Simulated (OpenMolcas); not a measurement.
**Os5+: moving or changing the point charges**

Os5+ among 8 point charges of -1.2 e arranged as a cube (Oh), 2.04 Å from the ion.
```
   1.1778    1.1778    1.1778  -1.20
   1.1778    1.1778   -1.1778  -1.20
   1.1778   -1.1778    1.1778  -1.20
   1.1778   -1.1778   -1.1778  -1.20
  -1.1778    1.1778    1.1778  -1.20
  -1.1778    1.1778   -1.1778  -1.20
  -1.1778   -1.1778    1.1778  -1.20
  -1.1778   -1.1778   -1.1778  -1.20
```

```json
{
 "Program": "OpenMolcas 26.06",
 "Method": "SS-CASPT2, IPEA 0.25 Eh, imaginary shift 0.1 Eh (closed shells correlated: 5s 5p)",
 "Basis": "ANO-RCC-VTZP [8s7p5d3f2g1h]",
 "Scalar Hamiltonian": "DKH2, point nucleus",
 "Active space": "3 electrons in 5 orbitals (5d)",
 "State averaging": "2S+1 = 4 even, 10 roots; 2S+1 = 2 even, 40 roots",
 "Spin-orbit coupling": "RASSI with atomic mean-field integrals over the reference wave functions"
}
```

Runs around this geometry, states (labels of O, the rotations of Oh). Energies in cm-1 above the lowest state or level, χT in cm3 K/mol; under a threefold ground state the first gap can be a small split of the lowest multiplet, not the spin-orbit step.

| R (Å) | q (e) | Ground state | First state of that spin | First gap with spin-orbit (degeneracies) | χT at 300 K | First state of another spin |
| --- | --- | --- | --- | --- | --- | --- |
| 2.04 | -0.78 | 4T1 | 4T2 2340 | 5770 (4, 2) | 0.124 | 2E 12440 |
| 1.94 | -1.2 | 4T1 | 4T2 5180 | 5290 (4, 2) | 0.124 | 2E 10220 |
| 2.04 | -1.2 | 4T1 | 4T2 3860 | 5460 (4, 2) | 0.122 | 2E 11390 |
| 2.26 | -1.2 | 4T1 | 4T2 2100 | 5810 (4, 2) | 0.124 | 2E 12650 |

Taking the first state of the same spin as R^-n, n = -ln(2100 / 5180) / ln(2.26 / 1.94) = 5.9 between the shortest and longest distance.

Scaling the charges by -0.78 / -1.2 = 0.65 scales the first state of the same spin by 2340 / 3860 = 0.61; with fixed orbitals a first-order splitting would follow the charge.

Roots that are degenerate in the reference are averaged as groups; the widest CASPT2 spread within a group is 210 cm-1 (the 3-fold group of multiplicity 4 near 2340 cm-1 above the lowest state of its run, R = 2.04, q = -0.78). Shifts and gaps below about the spread of the groups concerned are not significant. Point charges give a weaker field than real ligands, and real ions of this kind are as a rule low spin; the high spin found here belongs to the model. Free-ion shares, where given, are those of the reference states; single-state CASPT2 does not remix them. Spin-orbit coupling mixes the spin-free states strongly: the lowest level takes only 48 % from its leading state, 4T1 (figures for R = 2.04, q = -0.78; the like holds for R = 1.94, q = -1.2, R = 2.04, q = -1.2, R = 2.26, q = -1.2). Point charges carry no covalency, so the field is a model and not that of real ligands. No measured value stands beside these numbers.
